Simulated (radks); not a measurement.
Coulomb parameter of the 5d shell of the tantalum ion Ta3+ in the model configuration [Xe] 4f14 5d1 6s1, as a second difference U = [E(n + 0.5) + E(n - 0.5) - 2 E(n)] / (0.5)^2 with all orbitals relaxed. "Bare": the charge of the atom changes with n. "Screened": the 6s shell takes up the change at fixed total charge, which measures U(5d,5d) + U(6s,6s) - 2 U(5d,6s). Method: scalar-relativistic Kohn-Sham, r2SCAN, spin-unpolarised, spherical densities, finite nucleus; meta-GGA in the generalised Kohn-Sham scheme; Fermi nuclear charge, rms radius 5.3507 fm; computed with a radial shooting solver on a logarithmic mesh with Libxc functionals.

case                   configuration  E - E(n) (eV)
start              [Xe] 4f14 5d1 6s1          0.000
bare +0.5        [Xe] 4f14 5d1.5 6s1        -14.200
bare -0.5        [Xe] 4f14 5d0.5 6s1         17.115
screened +0.5  [Xe] 4f14 5d1.5 6s0.5         -1.465
screened -0.5  [Xe] 4f14 5d0.5 6s1.5          1.553

U(bare) = 11.661 eV, U(screened by 6s) = 0.350 eV, against the Slater integral F0(5d,5d) = 13.759 eV with frozen orbitals.
